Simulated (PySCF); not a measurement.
C3H7FOSi, SMILES [SiH2](C=O)[C@@H](C)F. Atoms are numbered in the order given.

```xyz
13

C     -2.5680    -0.1523    -0.2200
C     -1.1395    -0.5687     0.0526
F     -0.6743    -1.3501    -1.0291
Si     0.1496     0.8342     0.1826
C      1.8977     0.0034     0.2022
O      2.8384     0.4674     0.8069
H     -2.6335     0.4765    -1.1215
H     -3.2034    -1.0398    -0.3710
H     -2.9718     0.4184     0.6315
H     -1.1003    -1.2148     0.9512
H     -0.0299     1.6781     1.3995
H      0.0486     1.6699    -1.0525
H      2.0165    -0.9495    -0.3952
```

Coordinates come from a r2SCAN-D4/def2-SVP optimisation. The structure was generated by enumeration; whether it is a known compound was not checked. The values are those of a single conformer.

Calculation: PBE/pcSseg-1 run with PySCF.

GIAO shieldings, no solvent; atoms listed in one row are averaged. δ = σ(ref) − σ: ¹³C against TMS (σ = 182.0 ppm); ¹⁹F against CFCl3 (σ = 133.6 ppm); ²⁹Si against TMS (σ = 335.4 ppm); ¹⁷O against H2O (σ = 334.3 ppm); ¹H against TMS (σ = 31.49 ppm), references at their B3LYP-D3(BJ)/def2-TZVP geometries, non-relativistic.

Computed chemical shifts:
```json
[
 {"nucleus": "¹³C", "atoms": "C5", "count": "1", "δ (ppm)": "245.1"},
 {"nucleus": "¹³C", "atoms": "C2", "count": "1", "δ (ppm)": "93.2"},
 {"nucleus": "¹³C", "atoms": "C1", "count": "1", "δ (ppm)": "24.3"},
 {"nucleus": "¹⁹F", "atoms": "F3", "count": "1", "δ (ppm)": "-249.7"},
 {"nucleus": "²⁹Si", "atoms": "Si4", "count": "1", "δ (ppm)": "-60.7"},
 {"nucleus": "¹⁷O", "atoms": "O6", "count": "1", "δ (ppm)": "954.4"},
 {"nucleus": "¹H", "atoms": "H13", "count": "1", "δ (ppm)": "12.83"},
 {"nucleus": "¹H", "atoms": "H10", "count": "1", "δ (ppm)": "5.64"},
 {"nucleus": "¹H", "atoms": "H12", "count": "1", "δ (ppm)": "4.39"},
 {"nucleus": "¹H", "atoms": "H11", "count": "1", "δ (ppm)": "4.18"},
 {"nucleus": "¹H", "atoms": "H7, H8, H9", "count": "3", "δ (ppm)": "1.97"}
]
```
